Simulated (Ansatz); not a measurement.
Reaction (cleavage of the B–B bond): `FBBF` + `O[SiH2]O` → `O[SiH2]OBF` + `BF`

Isolated molecules relaxed with PBE0-D4/def2-TZVP in Ansatz; ΔE leaves out vibrations. CCSD(T)/CBS is the MP2 limit (def2-TZVPP, def2-QZVPP) plus CCSD(T) − MP2 in def2-TZVPP, frozen cores. This one scheme is used for every species. Functionals use def2-TZVPP. B3LYP here is the variant with VWN-RPA as its local correlation; programs differ in this. HSE06 is defined as in plane-wave codes. One conformer a species, not always the lowest.

Task: Is it downhill or uphill in electronic energy at CCSD(T)/CBS, and by how much? (An estimate is asked.)

Result: Computed: Downhill: ΔE = -1.92 eV.

Task: What do these levels give: LDA (SPW92), B3LYP-D4, HSE06-D4, BHLYP-D4, B2PLYP, revPBE, r2SCAN, RPA@PBE/def2-TZVPP, CCSD/def2-SVP, CCSD/def2-TZVPP, CCSD(T)/def2-TZVPP, MP2/CBS(def2)? (Best estimate.)

Result: Computed: LDA (SPW92) -1.89, B3LYP-D4 -1.95, HSE06-D4 -1.87, BHLYP-D4 -2.03, B2PLYP -1.96, revPBE -1.74, r2SCAN -1.95, RPA@PBE/def2-TZVPP -1.90, CCSD/def2-SVP -2.12, CCSD/def2-TZVPP -1.95, CCSD(T)/def2-TZVPP -1.95, MP2/CBS(def2) -1.98 eV.

Task: What do rigid-rotor, harmonic-oscillator terms from PBE0-D4/def2-TZVP frequencies (298.15 K, 1 bar) make of the CCSD(T)/CBS value? (Estimate.)

Result: The calculation gave: ΔZPE = -0.01 eV, ΔH = -1.93 eV, ΔS = 5 J/(mol·K), ΔG = -1.95 eV.

Largest T1 diagnostic among the species: 0.014.

In def2-TZVPP, CCSD(T) changes the Hartree–Fock value by +0.13 eV (the triples alone add +0.00 eV) and MP2 by +0.07 eV. From BLYP to BHLYP (50 % exact exchange), in def2-TZVPP and without D4, ΔE moves by −0.14 eV.
